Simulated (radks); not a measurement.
Task: The table gives one normalised radial function P(r) = r R(r) of Hf3+ in [Xe] 4f14 5d1 (r in bohr). Calculated with a radial shooting solver on a logarithmic mesh with Libxc functionals: scalar-relativistic Kohn-Sham, B86b exchange with PBE correlation, spin-polarised, spherical densities, finite nucleus; open shells are filled with parallel spins first (spin-orbit coupling, left out, can overturn this in heavy ions); Fermi nuclear charge, rms radius 5.347 fm.

| r | P |
|---|---|
| 0.0008054 | 0.0010 |
| 0.0009302 | 0.0013 |
| 0.001074 | 0.0017 |
| 0.001251 | 0.0022 |
| 0.001444 | 0.0028 |
| 0.001668 | 0.0035 |
| 0.001926 | 0.0045 |
| 0.002225 | 0.0057 |
| 0.002569 | 0.0072 |
| 0.002967 | 0.0092 |
| 0.003454 | 0.0118 |
| 0.003989 | 0.0150 |
| 0.004607 | 0.0190 |
| 0.005321 | 0.0240 |
| 0.006145 | 0.0302 |
| 0.007097 | 0.0379 |
| 0.008196 | 0.0473 |
| 0.009541 | 0.0594 |
| 0.01102 | 0.0733 |
| 0.01273 | 0.0896 |
| 0.0147 | 0.1084 |
| 0.01697 | 0.1297 |
| 0.0196 | 0.1529 |
| 0.02264 | 0.1771 |
| 0.02635 | 0.2022 |
| 0.03044 | 0.2230 |
| 0.03515 | 0.2378 |
| 0.04059 | 0.2427 |
| 0.04688 | 0.2331 |
| 0.05414 | 0.2048 |
| 0.06253 | 0.1542 |
| 0.07279 | 0.0756 |
| 0.08407 | -0.0196 |
| 0.09709 | -0.1262 |
| 0.1121 | -0.2298 |
| 0.1295 | -0.3101 |
| 0.1495 | -0.3452 |
| 0.1727 | -0.3158 |
| 0.2011 | -0.2054 |
| 0.2322 | -0.0348 |
| 0.2682 | 0.1703 |
| 0.3097 | 0.3632 |
| 0.3577 | 0.4906 |
| 0.4131 | 0.5077 |
| 0.477 | 0.3943 |
| 0.5554 | 0.1472 |
| 0.6414 | -0.1626 |
| 0.7407 | -0.4851 |
| 0.8554 | -0.7603 |
| 0.9879 | -0.9426 |
| 1.141 | -1.0100 |
| 1.318 | -0.9656 |
| 1.534 | -0.8256 |
| 1.772 | -0.6447 |
| 2.046 | -0.4567 |
| 2.363 | -0.2919 |
| 2.729 | -0.1666 |
| 3.151 | -0.0836 |
| 3.64 | -0.0362 |
| 4.237 | -0.0125 |
| 4.893 | -0.0038 |
| 5.651 | -0.0009 |
| 6.526 | -0.0002 |

Which n and l does it have? It may be an empty orbital.

Result: n = 5, l = 1: the number of nodes gives n - l - 1 = 3, the rise at small r (about r^(l+1), flatter next to the nucleus through relativity) gives l, and the extent must fit the shell. The curve is that of 5p down; the table hardly tells the two spins apart. 5p down: eigenvalue -62.182 eV, 3 radial nodes at r = 0.0818, 0.238, 0.596 bohr, <r> = 1.32 bohr, 90 % of the charge inside 1.93 bohr.
